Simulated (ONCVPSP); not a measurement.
**u(r) = r·R(r): atom against pseudo-atom (zinc (Zn))**

Columns: radius, all-electron u(r) and pseudo u(r) of the 3s shell (level -129.23 eV) of zinc in the configuration [Ne] 3s2 3p6 3d10 4s1.75 4p0.25; LDA (Perdew-Wang 92), scalar-relativistic, ONCV scheme, ONCVPSP 4.0.1.

```tsv
r (bohr)	all-electron	pseudo
0.050	0.2134	0.0787
0.100	-0.4465	0.1675
0.150	-0.7211	0.2738
0.200	-0.5875	0.4011
0.250	-0.2292	0.5473
0.300	0.1940	0.7056
0.350	0.5860	0.8654
0.400	0.9006	1.0140
0.450	1.1267	1.1402
0.500	1.2674	1.2342
0.550	1.3369	1.2913
0.600	1.3506	1.3105
0.650	1.3222	1.2943
0.700	1.2651	1.2491
0.750	1.1895	1.1819
0.800	1.1032	1.1004
0.850	1.0120	1.0112
0.900	0.9202	0.9199
0.950	0.8307	0.8305
1.000	0.7454	0.7452
1.050	0.6655	0.6654
1.100	0.5917	0.5915
1.150	0.5242	0.5240
1.200	0.4629	0.4628
1.250	0.4077	0.4076
1.300	0.3582	0.3581
```

Task: How many radial nodes do the two functions have?

Result: The all-electron 3s function has n − l − 1 = 2; the pseudo-wave has 0, since the states of the same l below it are removed with the core.

Task: At about which radius was the pseudo-wave matched?

Result: 0.95 bohr, where the columns begin to agree (steps of 0.05 bohr).

Task: Where does each function peak?

Result: Outermost all-electron maximum near 0.60 bohr, pseudo maximum near 0.60 bohr (to the table’s step).

Task: Is the pseudo-wave norm-conserving?

Result: Yes: the ONCV scheme keeps the norm inside the radius equal to the all-electron one, which fixes the energy derivative of the logarithmic derivative at the level.
